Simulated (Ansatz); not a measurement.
Relaxation of CH$_{7}$BO$_{2}$ (11 atoms, charge 0, multiplicity 1), to a largest force component of 0.03 eV/Å in at most 50 steps.

These are results of RHF/def2-SVP (Ansatz 0.2.0), not measurements.

```xyz
11
Properties=species:S:1:pos:R:3
B -0.020 -0.509 -0.428
C -0.007 -0.180 2.374
H -0.890 -0.277 3.002
H 0.865 -0.067 3.014
H -0.111 0.701 1.753
H 1.004 0.093 -0.366
O -1.158 0.166 -0.693
H -1.958 -0.332 -0.742
O 0.034 -1.882 -0.296
H -0.787 -2.345 -0.356
H 0.116 -1.081 1.767
```

Where does it end, and by what steps?

It converged. The force dipped under the threshold on the way, but the program's further checks kept it going. After 22 steps the energy has fallen by 0.306 eV; H6 moved furthest, 1.51 Å.

| step | energy less start (eV) | largest force component (eV/Å) | accepted |
| --- | --- | --- | --- |
| 0 | 0.0000 | 1.068 | yes |
| 1 | -0.1690 | 0.660 | yes |
| 2 | -0.2607 | 0.353 | yes |
| 3 | -0.2775 | 0.330 | yes |
| 4 | -0.2803 | 0.275 | yes |
| 5 | -0.2876 | 0.356 | yes |
| 6 | -0.2963 | 0.023 | yes |
| 7 | -0.2970 | 0.028 | yes |
| 8 | -0.2936 | 0.321 | no |
| 9 | -0.2984 | 0.078 | yes |
| 10 | -0.2987 | 0.163 | yes |
| 11 | -0.3002 | 0.095 | yes |
| 12 | -0.3012 | 0.087 | yes |
| 13 | -0.3022 | 0.060 | yes |
| 14 | -0.2942 | 0.558 | no |
| 15 | -0.3025 | 0.016 | yes |
| 16 | -0.3033 | 0.131 | yes |
| 17 | -0.3038 | 0.092 | yes |
| 18 | -0.3045 | 0.059 | yes |
| 19 | -0.3049 | 0.056 | yes |
| 20 | -0.3051 | 0.055 | yes |
| 21 | -0.3053 | 0.037 | yes |
| 22 | -0.3057 | 0.019 | yes |

```xyz
11
Properties=species:S:1:pos:R:3
B 0.021 -0.652 -1.165
C -0.104 -0.171 2.848
H -0.950 -0.491 3.458
H 0.655 0.276 3.490
H -0.435 0.565 2.116
H 0.956 -0.299 -1.820
O -0.982 0.234 -0.962
H -1.714 -0.058 -0.443
O 0.031 -1.911 -0.670
H -0.714 -2.175 -0.153
H 0.323 -1.031 2.332
```

Time of the run: 29 s on 1 thread of Arm Neoverse V2, with other jobs on the host, peak memory 0.16 GiB.
